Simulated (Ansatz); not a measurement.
## C$_{2}$H$_{4}$ ··· SbH$_{3}$

The pair of C$_{2}$H$_{4}$ (SMILES C=C, atoms 1–6) and SbH$_{3}$ (SMILES [SbH3], atoms 7–10), both closed shells, in one local arrangement (a lower one may exist), relaxed at PBE0-D4/def2-TZVP:

C1  (0.248, 0.409, -1.557)
C2  (-0.742, -0.468, -1.478)
H3  (0.095, 1.461, -1.343)
H4  (1.252, 0.110, -1.838)
H5  (-0.590, -1.520, -1.692)
H6  (-1.746, -0.168, -1.198)
Sb7  (0.165, -0.612, 2.065)
H8  (1.566, 0.176, 1.495)
H9  (0.527, -0.187, 3.684)
H10  (-0.775, 0.798, 1.863)
(Å)

Ansatz 0.2.0; basis: def2-TZVPPD, with def2-QZVPPD for the basis limit; cores frozen in the correlated methods. Filled d shells of the heavier atoms are correlated. Core potentials replace the inner electrons of the atoms past krypton. The def2 sets are not built for correlating such inner shells, so the correlated values are less sure here. B3LYP uses VWN-RPA correlation. Extrapolation: Hartree–Fock as exp(−7.88 √X), correlation as X^−2.97. Interaction energies count from these two fragments, frozen as in the pair, with the counterpoise correction; negative means bound.

Problem. What is the interaction energy by CCSD(T) at an estimated basis limit (MP2 extrapolated from triple and quadruple zeta, plus CCSD(T) − MP2 in triple zeta)? (An estimate is asked for; the value comes from the calculation.)

Solution. The calculation gives: -1.76 kcal/mol. Hartree–Fock alone gives 0.79 kcal/mol at the basis limit, so without correlation the pair would not bind at this distance. It counts from the two fragments frozen as in the pair.

The same quantity by other methods in triple zeta, and each one's difference from that estimate:
```csv
method,E_int (kcal/mol),difference
PBE-D4,-2.24,-0.48
revPBE-D4,-2.26,-0.50
BLYP-D4,-2.07,-0.31
r2SCAN-D4,-1.79,-0.03
B97M-V,-1.92,-0.16
PBE0-D4,-2.16,-0.40
B3LYP-D4,-2.12,-0.36
HSE06-D4,-2.14,-0.38
wB97X-V,-1.82,-0.06
wB97M-V,-1.90,-0.14
B2PLYP,-0.47,1.29
HF,0.80,2.57
MP2,-1.87,-0.10
CCSD,-1.02,0.74
CCSD(T),-1.40,0.36
```
Differences are method less estimate.

Basis-set superposition shift (counterpoise-corrected less uncorrected): CCSD(T) 0.83; MP2 0.84; HF 0.06; PBE0-D4 0.06; wB97M-V 0.08 kcal/mol.

The T1 diagnostic stays at or below 0.015.

For scale, one of the runs: CCSD(T)/def2-TZVPPD, 249 basis functions, launched by `ansatz run in.yaml --threads 4 --pin off --events-out ev --progress --plain --max-ram 9574MiB`. The run took 5.8 min on 4 CPU threads of an AMD EPYC 7R43 (shared host), with 5.7 GiB of host memory at its peak.
